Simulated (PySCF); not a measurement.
Static response to an electric field

C7H8.
SMILES with atom numbers: `[CH2:1]=[C:2]1[CH:3]=[C:4]1[CH:5]1[CH2:6][CH2:7]1` (hydrogens: H8, H9 on C1; H10 on C3; H11 on C5; H12, H13 on C6; H14, H15 on C7)

Cartesian coordinates in Å at the GFN2-xTB level; atoms count from 1:
```
atom  x, y, z in Å
C1     2.3041   -0.7916    0.8071
C2     1.6454    0.1330    0.1500
C3     1.5661    1.3617   -0.6089
C4     0.4249    0.7166   -0.3771
C5    -1.0025    0.6033   -0.5100
C6    -1.6002   -0.7813   -0.6294
C7    -1.7791   -0.0138    0.6323
H8     1.8026   -1.6351    1.2512
H9     3.3729   -0.7430    0.9282
H10    2.0693    2.1915   -1.0423
H11   -1.4795    1.4041   -1.0642
H12   -0.9160   -1.6157   -0.6272
H13   -2.4454   -0.9028   -1.2890
H14   -2.7494    0.4022    0.8563
H15   -1.2176   -0.3210    1.5010
```

Level: PBE0/def2-SVPD (PySCF), static field, nuclei fixed, core orbitals frozen in the response. The polarisability tensor in these axes (au):

```
x    96.79   0.02   5.34
y     0.02  77.35 -11.23
z     5.34 -11.23  66.51
```

Question: What are the eigenvalues, a third of the trace, and Δα (Δα² = ½Σ(αi − αj)² over the three pairs)?

Answer: Principal values 58.91, 83.82 and 97.91 au; mean 80.21 au = 11.89 Å³ = 13.23 × 10⁻⁴⁰ C²·m²/J; Δα = 34.20 au (43 % of the mean).

Question: What is the dipole moment, and where does it point?

Answer: (-2.16, 1.04, -0.94) D, 2.58 D in size, pointing from the negative to the positive side. Measured along this direction, the outermost atoms are H9 at the negative end and H11, H14 and H13 at the positive end.

Question: How large is μ²/3kT at 350 K beside α?

Answer: In Gaussian units μ²/3kT = 45.88 Å³ against 11.89 Å³, a ratio of 3.86; the Debye molar polarisation (4π/3)N_A(α + μ²/3kT) is 145.7 cm³/mol, leaving out the vibrational part.

Question: Refractivity n − 1 of an ideal gas of it at 273.15 K and 1 atm, from the electronic α?

Answer: N = p/kT = 2.6868 × 10¹⁹ cm⁻³, so n − 1 = 2π × N × 11.89 × 10⁻²⁴ cm³ = 2007 × 10⁻⁶ at long wavelengths.

Question: Find the Langevin capture rate constant for O2+ (31.990 u) meeting this molecule (92.063 u), k = 2.342 × 10⁻⁹ cm³/s × √(α in Å³ / reduced mass in u).

Answer: The reduced mass is 23.74 u, so k = 1.66 × 10⁻⁹ cm³/s. The formula leaves out the permanent dipole, which adds to the capture rate.

Question: In TDDFT the mean static polarisability is Σ f/ω² over all singlet excitations (ω in hartree). How much of it do the 6 lowest give? Their energies (eV) and oscillator strengths: 4.51, 0.0519; 5.54, 0.0035; 5.97, 0.0111; 6.09, 0.0000; 6.32, 0.0004; 6.33, 0.0884.

Answer: They add up to 3.85 au, 4.8 % of the 80.21 au; the largest single term is 1.89 au, from the state at 4.51 eV. Terms in order: 1.89, 0.08, 0.23, 0.00, 0.01, 1.63 au. Higher excitations give the rest. The strengths listed sum to 0.155.

Question: Estimate the molar refractivity from the static electronic polarisability.

Answer: Lorentz–Lorenz: R = (4π/3)N_A α = 2.5225 cm³/(mol·Å³) × 11.89 Å³ = 30.0 cm³/mol, in the limit of long wavelengths.

One conformer (not necessarily the lowest) at the GFN2-xTB geometry, without solvent, vibrations or thermal averaging.
